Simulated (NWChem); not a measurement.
# HfH3O3 cation; SMILES [OH][Hf+]([OH])[OH]

```xyz
7

Hf     0.0000     0.0000     0.1758
O      1.2587     1.2587    -0.4128
H      1.8387     1.8387    -0.9166
O      0.4607    -1.7194    -0.4128
H      0.6730    -2.5117    -0.9166
O     -1.7194     0.4607    -0.4128
H     -2.5117     0.6730    -0.9166
```
Atoms are numbered in this order, from 1.

Computed with NWChem. The geometry was optimised at PBE0/def2-SVP. The spin multiplicity was typed, not searched, and may not be the lowest. def2 effective core potentials on Hf; no spin-orbit coupling. Level M06-2X/def2-SVP: energy and gradient on several grids; changes count from the extra-fine grid, which is no exact limit either.

Problem. Which is the coarsest grid (xcoarse; coarse; xfine; medium; fine) from which on the energy stays within 100 μHa and each gradient component within 200 μHa/bohr of xfine?

Solution. medium.
```json
[
 {"grid": "xcoarse", "size of the energy change (μHa)": "20000", "largest change of a gradient component (μHa/bohr)": "5000"},
 {"grid": "coarse", "size of the energy change (μHa)": "1000", "largest change of a gradient component (μHa/bohr)": "300"},
 {"grid": "medium", "size of the energy change (μHa)": "10", "largest change of a gradient component (μHa/bohr)": "< 30"},
 {"grid": "fine", "size of the energy change (μHa)": "10", "largest change of a gradient component (μHa/bohr)": "90"},
 {"grid": "xfine", "size of the energy change (μHa)": "< 10", "largest change of a gradient component (μHa/bohr)": "< 30"}
]
```
